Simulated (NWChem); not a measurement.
System: NbO, quartet; SMILES [O]=[Nb]

Parts of the log:

```
             Northwest Computational Chemistry Package (NWChem) 7.3.0
             --------------------------------------------------------

 ORDER OF PRIMARY AXIS IS BEING SET TO 4
 C4V symmetry detected

                             Geometry "geometry" -> ""
                             -------------------------

 Output coordinates in angstroms (scale by  1.889725989 to convert to a.u.)

  No.       Tag          Charge          X              Y              Z
 ---- ---------------- ---------- -------------- -------------- --------------
    1 Nb                  41.0000     0.00000000     0.00000000    -0.27340898
    2 O                    8.0000     0.00000000     0.00000000     1.40122102

 Effective nuclear repulsion energy (a.u.)     103.6468579160

      Symmetry information
      --------------------

 Group name             C4v
 Group number             18
 Group order               8
 No. of unique centers     2

                                 NWChem DFT Module
                                 -----------------

 Summary of "ao basis" -> "ao basis" (spherical)
 ------------------------------------------------------------------------------
       Tag                 Description            Shells   Functions and Types
 ---------------- ------------------------------  ------  ---------------------
 Nb                         def2-svp                11       31   5s3p2d1f
 O                          def2-svp                 6       14   3s2p1d

      Symmetry analysis of basis
      --------------------------

        a1         17
        a2          0
        b1          4
        b2          4
        e          20

            General Information
            -------------------
          SCF calculation type: DFT
          Wavefunction type:  spin polarized.
          No. of atoms     :     2
          No. of electrons :    21
           Alpha electrons :    12
            Beta electrons :     9
          Charge           :     0
          Spin multiplicity:     4
          Use of symmetry is: on ; symmetry adaption is: on
          Maximum number of iterations: 150
          AO basis - number of functions:    45
                     number of shells:    17
          Convergence on energy requested:  1.00D-06
          Convergence on density requested:  1.00D-05
          Convergence on gradient requested:  5.00D-04

              XC Information
              --------------
                     Hartree-Fock (Exact) Exchange  1.000
                   CAM-Becke88 Exchange Functional  1.000
                      VWN V Correlation Functional  0.190 local
              Lee-Yang-Parr Correlation Functional  0.810

           Range-Separation Parameters
           ---------------------------
           Alpha           :  0.19
           Beta            :  0.46
           Gamma           :  0.33
           Short-Range HF  :     F

             Grid Information
             ----------------
          Grid used for XC integration:  medium
          Radial quadrature: Mura-Knowles
          Angular quadrature: Lebedev.
          Tag              B.-S. Rad. Rad. Pts. Rad. Cut. Ang. Pts.
          ---              ---------- --------- --------- ---------
          Nb                  1.45      123           8.0       590
          O                   0.60       49           7.0       434
          Grid pruning is: on
          Number of quadrature shells:   172
          Spatial weights used:  Erf1

      Superposition of Atomic Density Guess
      -------------------------------------

 Sum of atomic energies:        -139.44289084

      Non-variational initial energy
      ------------------------------

 Total energy =    -130.600788
 1-e energy   =    -262.876848
 2-e energy   =      99.412422
 HOMO         =      -0.043605
 LUMO         =      -0.043605

 !!!!!!!!!!!!!!!!!!!!!!!!!!!!!!!!!!!!!!!!!!!!!!!!!!!!!!!!!!!!!!!!!!!!!!
 Warning - the HOMO and LUMO are degenerate and you are using symmetry.
 This can lead to non-variational energies and poor convergence.
 Modify the initial guess, or use an open-shell wavefunction, or turn
 off symmetry.
 !!!!!!!!!!!!!!!!!!!!!!!!!!!!!!!!!!!!!!!!!!!!!!!!!!!!!!!!!!!!!!!!!!!!!!

   Symmetry analysis of molecular orbitals - initial alpha
   -------------------------------------------------------

 !! scf_movecs_sym_adapt:    8 vectors were symmetry contaminated

  Symmetry fudging

 !! scf_movecs_sym_adapt:    6 vectors were symmetry contaminated

  Numbering of irreducible representations:

     1 a1          2 a2          3 b1          4 b2          5 e

  Orbital symmetries:

     1 a1          2 a1          3 a1          4 e           5 e
     6 a1          7 e           8 e           9 a1         10 a1
    11 b2         12 b1         13 e          14 e          15 a1
    16 e          17 e          18 a1         19 a1         20 e
    21 e          22 e

   Symmetry analysis of molecular orbitals - initial beta
   ------------------------------------------------------

 !! scf_movecs_sym_adapt:    8 vectors were symmetry contaminated

  Symmetry fudging

 !! scf_movecs_sym_adapt:    6 vectors were symmetry contaminated

  Numbering of irreducible representations:

     1 a1          2 a2          3 b1          4 b2          5 e

  Orbital symmetries:

     1 a1          2 a1          3 a1          4 e           5 e
     6 a1          7 e           8 e           9 a1         10 a1
    11 b2         12 b1         13 e          14 e          15 a1
    16 e          17 e          18 a1         19 a1         20 e
    21 e          22 e

     ---------------------------------------------
      Total Density - Mulliken Population Analysis
     ---------------------------------------------

[...]
```

Level: CAM-B3LYP/def2-SVP with def2 effective core potentials on Nb, spin-unrestricted. The geometry was optimised at PBE0-D3(BJ)/def2-TZVP, spin-unrestricted. No stability test was run on the SCF state. def2 effective core potentials on Nb; no spin-orbit coupling.

Question: Which NWChem input produces such a log?

Answer: One answer among several that fit: the input that was run:
```
start job
memory heap 200 mb stack 900 mb global 1100 mb
geometry units angstroms noautoz
  Nb     0.000000     0.000000    -0.258206
  O      0.000000     0.000000     1.416424
end
basis spherical
  * library def2-svp
end
ecp
  Nb library def2-ecp
end
dft
  odft
  mult 4
  xc xcamb88 1.00 lyp 0.81 vwn_5 0.19 hfexch 1.00
  cam 0.33 cam_alpha 0.19 cam_beta 0.46
  iterations 150
  mulliken
end
task dft energy
```
